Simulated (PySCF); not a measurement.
# N (nitrogen, neutral): UHF calculation

Configuration: [He] 2s1 2p4, high-spin 4P determinant (an excited configuration). All numbers are calculated (PySCF 2.14, the spin-free X2C one-electron Hamiltonian (Gaussian nucleus), in x2c-QZVPPall with one added diffuse shell each of s, p, d, f type (8s5p4d3f1g, 73 functions)).

```
Total energy                                                  : -54.033350 hartree
One-electron energy                                           : -73.3038 hartree
Hartree (Coulomb) energy                                      : 25.8504 hartree
Exchange energy                                               : -6.5799 hartree
⟨S²⟩                                                          : 3.8082
⟨L²⟩                                                          : 2.007
Sum of ⟨r⟩                                                    : 7.612 bohr
Sum of ⟨r²⟩                                                   : 13.56 bohr²
Traceless quadrupole moment −½Σ⟨3z² − r²⟩ along its main axis : -1.70 e·bohr²
Langevin diamagnetic susceptibility                           : -10.7 ×10⁻⁶ cm³/mol
```

```csv
shell,electrons,mean orbital energy (hartree),spread (hartree),"rms radius, mean of both spins (bohr)"
1s α,1,-15.75432,0,0.265
1s β,1,-15.61434,0,0.265
2s α,1,-1.22274,0,1.39
2p α,3,-0.62343,0.07081,1.69
2p β,1,-0.30121,0,1.69
```

Spin-orbit constants ζ (cm⁻¹) from the X2C one-electron operator on these orbitals: bare nucleus, nucleus screened by l(l+1)(2l+1)/3 electrons, and screened by the Breit-Pauli mean field of the electrons.

| shell | bare | screened nucleus | mean field |
| --- | --- | --- | --- |
| 2p | 134.4 | 95.99 | 80.79 |

To first order the Landé constant is A = -26.93 cm⁻¹, so the lowest level has J = 5/2 and lies 0.00501 eV below the centre of the term. This holds in LS coupling only.
